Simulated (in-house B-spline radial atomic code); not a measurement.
Results of a calculation; reference values are marked as such.
## Ghost states of the separable form: Ru

Ru, [Kr] 4d7 5s1, non-relativistic LDA (VWN5), spherical and spin-unpolarised, from an all-electron radial atomic-structure program (B-spline basis) (atomic units; all potentials screened as in the neutral atom).

Troullier-Martins channels: 5s (ε = -0.1528, r_c = 2.906 bohr), 4d (ε = -0.2104, r_c = 1.233 bohr). In the Kleinman-Bylander form one channel serves as the local potential, and each other channel l becomes |δV u><u δV|/<u|δV|u>, with δV = V_l − V_local and u the pseudo-orbital. Its strength is E_KB = <u|δV²|u>/<u|δV|u>. By the analysis of Gonze, Stumpf and Scheffler a spurious state lies below the reference level ε if E_KB > 0 and ε is above the second level of the local potential alone, or if E_KB < 0 and ε is above its first. The table's levels are those of angular momentum l in a sphere of 9 bohr, whose wall can lift a shallow ε a little above its free-atom value.

```tsv
local	channel	<u δV u>	<u δV² u>	ε	first local level	second local level
s	d	-2.8535	16.438	-0.2104	0.0920	0.3379
d	s	0.18044	0.61443	-0.1515	-6.1641	-0.9147
```

Task: Apply the rule to each row.

Result: Local s, channel d: E_KB = -5.76, so ε = -0.2104 is set against 0.0920: no ghost. Local d, channel s: E_KB = +3.41, so ε = -0.1515 is set against -0.9147: a ghost.

Diagonalising the separable Hamiltonian gives:

```
local  channel       three lowest levels  all-electron, two lowest valence levels
    s        d   -0.2104, 0.1220, 0.4202                          -0.2104, 0.1202
    d        s  -4.4638, -0.1515, 0.1168                          -0.1515, 0.1179
```

Task: Which choices of local channel are safe?

Result: Free of ghosts: s. With d local the s channel has a ghost 4.31 hartree below ε, since the local potential binds more than one state below ε, and a repulsive term of rank one raises each level at most to the next, so it clears only one of them. Among the safe choices the second level, which tests transfer, is off by at most 1.7 millihartree (s local).
